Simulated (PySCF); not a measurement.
Consider `[CH3][Al]([Cl])[Cl]` (CH3AlCl2). Coordinates in Å; atoms count from 1 in this order:
```
C    -0.7915   -0.1794    0.5339
Al    0.7648    0.1561   -0.5585
Cl    2.0583   -1.3677   -1.1963
Cl    1.2815    2.0958   -1.1673
H    -0.6185    0.1995    1.5553
H    -1.0241   -1.2523    0.6056
H    -1.6730    0.3510    0.1403
```

Level of theory: M06-2X/def2-TZVP single points in PySCF, grid level 3; every species was optimised with PBE0-D3(BJ)/def2-SVP. Thermal corrections: PBE0-D3(BJ)/def2-SVP frequencies, unscaled, ideal gas at 298.15 K and 1 bar, quasi-RRHO entropy.

Question: Rank these bonds by dissociation enthalpy, weakest first.
A. Al2–Cl3
B. C1–Al2
C. C1–H

Answer: B (342 kJ/mol), C (413 kJ/mol), A (493 kJ/mol).

Question: For C1–H, what are ΔE (electronic) and ΔG(298 K) of the homolysis?

Answer: ΔE = 440 and ΔG = 382 kJ/mol, beside ΔH = 413 kJ/mol. The radicals are `[CH2][Al]([Cl])[Cl]` and H•.

Caveats: spin-orbit coupling is left out of the energies, which matters for open shells on the heavier atoms.
